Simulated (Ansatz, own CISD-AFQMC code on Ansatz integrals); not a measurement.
CH6B2, SMILES `BCB` (charge 0, multiplicity 1).

Cartesian coordinates (Å):
SMILES: BCB
```xyz
9

B      1.2460    -0.1591    -0.2967
C     -0.1152     0.5792    -0.2210
B     -1.1676    -0.3743     0.4014
H      1.7831    -0.3688    -1.3455
H      1.7699    -0.5438     0.7086
H     -0.4257     1.0693    -1.1421
H      0.0543     1.3063     0.5947
H     -2.1391    -0.7136    -0.2098
H     -1.0057    -0.7952     1.5104
```
Charge 0, multiplicity 1.

Frozen-core energies in cc-pVDZ from Ansatz (a first-principles code) at a geometry from PBE0-D3(BJ)/def2-TZVP; the HF reference has <S^2> = 0.00 and the T1 diagnostic is 0.011.

| level | energy (Ha) |
|---|---|
| HF | -90.69797 |
| MP2 | -91.00993 |
| CCSD | -91.05827 |
| CCSD(T) | -91.06778 |

Q: Estimate the energies of CCSDT, phaseless AFQMC, CISD trial (own CISD-AFQMC code on Ansatz integrals; ±0.25 mHa) and CCSDT(Q), and give each level's difference from CCSDT(Q).

A: 
```csv
level,energy (Ha),difference from CCSDT(Q) (mHa)
MP2,-91.00993,59.28
CCSD,-91.05827,10.94
CCSD(T),-91.06778,1.43
CCSDT,-91.06877,0.44
"phaseless AFQMC, CISD trial (own CISD-AFQMC code on Ansatz integrals; ±0.25 mHa)",-91.06900,0.21
CCSDT(Q),-91.06921,0.00
```
